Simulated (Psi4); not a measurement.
**How methods differ on CH3ClOZn (SMILES C[O][Zn][Cl])**

CH3ClOZn has 7 atoms, charge 0, and is taken as a singlet. As SMILES, `C[O][Zn][Cl]`. Geometry: optimised at PBE0/def2-TZVP.

Quantity: the HOMO–LUMO gap, in eV. The values are calculated.

| level | kind | program | value (eV) | CPU time |
| --- | --- | --- | --- | --- |
| PBE-D4/def2-TZVPP (density fitting) | GGA | Psi4 | 4.02 | 40 s |
| r2SCAN-D4/def2-TZVPP (density fitting) | meta-GGA | Psi4 | 4.61 | 94 s |
| B3LYP-D4/def2-TZVPP (density fitting) | global hybrid | Psi4 | 5.89 | 42 s |
| PBE0-D4/def2-TZVPP (density fitting) | global hybrid | Psi4 | 6.45 | 39 s |
| wB97M-V/def2-TZVPP (density fitting) | range-separated hybrid | Psi4 | 10.58 | 97 s |

The values span 4.02 to 10.58 eV. Orbital gaps aren't excitation energies; they tend to grow with the share of exact exchange. Times are those of the runs behind each value, whatever else they computed, on shared processors of several kinds: orders of magnitude only.
